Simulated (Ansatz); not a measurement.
Ansatz (a program for electronic structure) input for C3H6OS, SMILES C[C@@H]1OCS1, PBE0-D3(BJ)/def2-SVP. 

Ansatz 0.2 input:
```yaml
crystal:
  periodic: [false, false, false]
  atoms:
    - {symbol: C, position_ang: [-1.90998917, 0.39934437, 0.15656557]}
    - {symbol: C, position_ang: [-0.68849074, -0.39249503, -0.24675377]}
    - {symbol: O, position_ang: [-0.00209135, -0.98166298, 0.84341949]}
    - {symbol: C, position_ang: [1.24724575, -0.35584517, 0.69577274]}
    - {symbol: S, position_ang: [0.75680043, 0.63265604, -0.75998164]}
    - {symbol: H, position_ang: [-2.33133236, 0.89132892, -0.71589600]}
    - {symbol: H, position_ang: [-1.64212322, 1.14928222, 0.89702001]}
    - {symbol: H, position_ang: [-2.64825250, -0.27366914, 0.58718139]}
    - {symbol: H, position_ang: [-0.92544587, -1.13835450, -1.01568711]}
    - {symbol: H, position_ang: [1.51424821, 0.26185332, 1.55818433]}
    - {symbol: H, position_ang: [2.04823485, -1.06565866, 0.46804058]}
basis:
  gaussian:
    orbitals: def2-SVP
hamiltonian:
  xc: pbe0
  dispersion: d3bj
relax: {f_tol: 0.002, max_steps: 200}
```

Log of the run:

```
WARN ansatz: RAYON_NUM_THREADS=1 ignored (pool sized by the plan → 1); use --threads N
Functional definition: PBE0
integrals: 0.06 GiB planned
1144 factors; integrals over basis functions are off by at most 2.4e-4 eV
mean field: 0.43 GiB planned
mean field evaluation 1: about -16068.2976 eV, gradient 4.5e1 eV
mean field evaluation 2: about -16066.1417 eV, gradient 5.4e1 eV
mean field evaluation 4: about -16073.0258 eV, gradient 2.3e0 eV
mean field evaluation 8: about -16073.0743 eV, gradient 2.0e-1 eV
mean field evaluation 16: about -16073.0744 eV, gradient 1.9e-5 eV
mean field -16073.07436192 eV, -590.6745880795 hartree, gradient 1.9e-5 eV, S^2 0.000000; 0 other end points of the search recorded, 0 dependent functions left out
the calculation of the forces begins
reference -16073.07438556 eV, -590.6745889483 hartree; 24, 24 occupied and 80, 80 virtual orbitals, 1144 factors
relax step   1: F+E_penalty+E_count = -16073.27889245 eV  Δ(F+E_penalty+E_count) = +0.000e0 eV  max|allowed force component| = 6.066e-1 eV/Å  Δτ_max = 0.0000 Å  (27 SCF iters, accepted)
these checks for a lower state are left out or cut short: starts, cluster_reference, orbital_swaps, neighbouring_geometries, increment
integrals: 0.06 GiB planned
1144 factors; integrals over basis functions are off by at most 2.5e-4 eV
mean field: 0.43 GiB planned
mean field -16073.09424202 eV, -590.6753186596 hartree, gradient 1.4e-5 eV, S^2 0.000000; 0 other end points of the search recorded, 0 dependent functions left out
the calculation of the forces begins
reference -16073.09426565 eV, -590.6753195280 hartree; 24, 24 occupied and 80, 80 virtual orbitals, 1144 factors
relax step   2: F+E_penalty+E_count = -16073.29818231 eV  Δ(F+E_penalty+E_count) = -1.929e-2 eV  max|allowed force component| = 2.597e-1 eV/Å  Δτ_max = 0.0229 Å  (30 SCF iters, accepted)
these checks for a lower state are left out or cut short: starts, cluster_reference, orbital_swaps, neighbouring_geometries, increment
integrals: 0.06 GiB planned
1144 factors; integrals over basis functions are off by at most 2.5e-4 eV
mean field: 0.43 GiB planned
mean field -16073.09672464 eV, -590.6754098942 hartree, gradient 1.4e-5 eV, S^2 0.000000; 0 other end points of the search recorded, 0 dependent functions left out
the calculation of the forces begins
reference -16073.09674828 eV, -590.6754107629 hartree; 24, 24 occupied and 80, 80 virtual orbitals, 1144 factors
relax step   3: F+E_penalty+E_count = -16073.30044984 eV  Δ(F+E_penalty+E_count) = -2.268e-3 eV  max|allowed force component| = 3.594e-2 eV/Å  Δτ_max = 0.0170 Å  (30 SCF iters, accepted)
these checks for a lower state are left out or cut short: starts, cluster_reference, orbital_swaps, neighbouring_geometries, increment
integrals: 0.06 GiB planned
1144 factors; integrals over basis functions are off by at most 2.5e-4 eV
mean field: 0.43 GiB planned
mean field evaluation 32: about -16073.0589 eV, gradient 1.5e-3 eV
mean field -16073.09719059 eV, -590.6754270178 hartree, gradient 1.4e-5 eV, S^2 0.000000; 0 other end points of the search recorded, 0 dependent functions left out
the calculation of the forces begins
reference -16073.09721424 eV, -590.6754278867 hartree; 24, 24 occupied and 80, 80 virtual orbitals, 1144 factors
relax step   4: F+E_penalty+E_count = -16073.30083123 eV  Δ(F+E_penalty+E_count) = -3.814e-4 eV  max|allowed force component| = 1.941e-2 eV/Å  Δτ_max = 0.0113 Å  (30 SCF iters, accepted)
these checks for a lower state are left out or cut short: starts, cluster_reference, orbital_swaps, neighbouring_geometries, increment
integrals: 0.06 GiB planned
1144 factors; integrals over basis functions are off by at most 2.5e-4 eV
mean field: 0.43 GiB planned
mean field -16073.09796859 eV, -590.6754556084 hartree, gradient 1.4e-5 eV, S^2 0.000000; 0 other end points of the search recorded, 0 dependent functions left out
the calculation of the forces begins
reference -16073.09799224 eV, -590.6754564778 hartree; 24, 24 occupied and 80, 80 virtual orbitals, 1144 factors
relax step   5: F+E_penalty+E_count = -16073.30139499 eV  Δ(F+E_penalty+E_count) = -5.638e-4 eV  max|allowed force component| = 4.534e-2 eV/Å  Δτ_max = 0.0330 Å  (29 SCF iters, accepted)
these checks for a lower state are left out or cut short: starts, cluster_reference, orbital_swaps, neighbouring_geometries, increment
integrals: 0.06 GiB planned
1144 factors; integrals over basis functions are off by at most 2.5e-4 eV
mean field: 0.43 GiB planned
mean field -16073.09246040 eV, -590.6752531862 hartree, gradient 1.4e-5 eV, S^2 0.000000; 0 other end points of the search recorded, 0 dependent functions left out
the calculation of the forces begins
reference -16073.09248398 eV, -590.6752540528 hartree; 24, 24 occupied and 80, 80 virtual orbitals, 1144 factors
relax step   6: F+E_penalty+E_count = -16073.29634364 eV  Δ(F+E_penalty+E_count) = +5.051e-3 eV  max|allowed force component| = 3.339e-1 eV/Å  Δτ_max = 0.0240 Å  (29 SCF iters, rejected (line search))
these checks for a lower state are left out or cut short: starts, cluster_reference, orbital_swaps, neighbouring_geometries, increment
integrals: 0.06 GiB planned
1144 factors; integrals over basis functions are off by at most 2.5e-4 eV
mean field: 0.43 GiB planned
mean field -16073.09812666 eV, -590.6754614176 hartree, gradient 1.4e-5 eV, S^2 0.000000; 0 other end points of the search recorded, 0 dependent functions left out
the calculation of the forces begins
reference -16073.09815032 eV, -590.6754622872 hartree; 24, 24 occupied and 80, 80 virtual orbitals, 1144 factors
relax step   7: F+E_penalty+E_count = -16073.30151936 eV  Δ(F+E_penalty+E_count) = -1.244e-4 eV  max|allowed force component| = 1.499e-2 eV/Å  Δτ_max = 0.0120 Å  (30 SCF iters, accepted)
these checks for a lower state are left out or cut short: starts, cluster_reference, orbital_swaps, neighbouring_geometries, increment
integrals: 0.06 GiB planned
1144 factors; integrals over basis functions are off by at most 2.5e-4 eV
mean field: 0.43 GiB planned
mean field evaluation 64: about -16073.0982 eV, gradient 1.4e-5 eV
mean field -16073.09824586 eV, -590.6754657979 hartree, gradient 1.4e-5 eV, S^2 0.000000; 0 other end points of the search recorded, 0 dependent functions left out
the calculation of the forces begins
reference -16073.09826952 eV, -590.6754666674 hartree; 24, 24 occupied and 80, 80 virtual orbitals, 1144 factors
relax step   8: F+E_penalty+E_count = -16073.30158425 eV  Δ(F+E_penalty+E_count) = -6.488e-5 eV  max|allowed force component| = 4.461e-3 eV/Å  Δτ_max = 0.0135 Å  (30 SCF iters, accepted)
these checks for a lower state are left out or cut short: starts, cluster_reference, orbital_swaps, neighbouring_geometries, increment
integrals: 0.06 GiB planned
1144 factors; integrals over basis functions are off by at most 2.5e-4 eV
mean field: 0.43 GiB planned
mean field -16073.09825073 eV, -590.6754659771 hartree, gradient 3.1e-5 eV, S^2 0.000000; 0 other end points of the search recorded, 0 dependent functions left out
the calculation of the forces begins
reference -16073.09827439 eV, -590.6754668466 hartree; 24, 24 occupied and 80, 80 virtual orbitals, 1144 factors
relax step   9: F+E_penalty+E_count = -16073.30158603 eV  Δ(F+E_penalty+E_count) = -1.778e-6 eV  max|allowed force component| = 3.648e-3 eV/Å  Δτ_max = 0.0009 Å  (20 SCF iters, accepted)
these checks for a lower state are left out or cut short: starts, cluster_reference, orbital_swaps, neighbouring_geometries, increment
integrals: 0.06 GiB planned
1144 factors; integrals over basis functions are off by at most 2.5e-4 eV
mean field: 0.43 GiB planned
mean field -16073.09825161 eV, -590.6754660094 hartree, gradient 1.8e-5 eV, S^2 0.000000; 0 other end points of the search recorded, 0 dependent functions left out
the calculation of the forces begins
reference -16073.09827527 eV, -590.6754668790 hartree; 24, 24 occupied and 80, 80 virtual orbitals, 1144 factors
relax step  10: F+E_penalty+E_count = -16073.30158702 eV  Δ(F+E_penalty+E_count) = -9.968e-7 eV  max|allowed force component| = 7.781e-4 eV/Å  Δτ_max = 0.0003 Å  (19 SCF iters, accepted)
integrals: 0.06 GiB planned
1144 factors; integrals over basis functions are off by at most 2.5e-4 eV
mean field: 0.43 GiB planned
mean field -16073.09825161 eV, -590.6754660094 hartree, gradient 1.8e-5 eV, S^2 0.000000; 1 other end points of the search recorded, 0 dependent functions left out
the calculation of the forces begins
reference -16073.09827527 eV, -590.6754668790 hartree; 24, 24 occupied and 80, 80 virtual orbitals, 1144 factors
Total energy: -16073.30161068 eV, -590.6829393175 hartree
Atom 0 at    -1.925838     0.393730     0.143325 Å, force     0.000197    -0.000158     0.000189 eV/Å
Atom 1 at    -0.680509    -0.355524    -0.234216 Å, force     0.000778    -0.000339    -0.000003 eV/Å
Atom 2 at    -0.015108    -0.916412     0.882307 Å, force    -0.000640     0.000351    -0.000470 eV/Å
Atom 3 at     1.263424    -0.363220     0.694621 Å, force     0.000169     0.000153    -0.000089 eV/Å
Atom 4 at     0.773517     0.672619    -0.739288 Å, force    -0.000160    -0.000162     0.000337 eV/Å
Atom 5 at    -2.382978     0.853956    -0.745662 Å, force    -0.000085     0.000136    -0.000098 eV/Å
Atom 6 at    -1.691999     1.180029     0.874535 Å, force    -0.000007     0.000154     0.000113 eV/Å
Atom 7 at    -2.654975    -0.303925     0.585651 Å, force    -0.000161    -0.000017     0.000053 eV/Å
Atom 8 at    -0.895652    -1.126955    -0.997134 Å, force    -0.000070    -0.000132     0.000064 eV/Å
Atom 9 at     1.606579     0.215338     1.569368 Å, force    -0.000055    -0.000019    -0.000076 eV/Å
Atom 10 at     2.022343    -1.122859     0.434359 Å, force     0.000034     0.000034    -0.000019 eV/Å
Dipole moment:    -0.063410    -0.016267     0.001440 e Å
```

Self-consistency was reached.
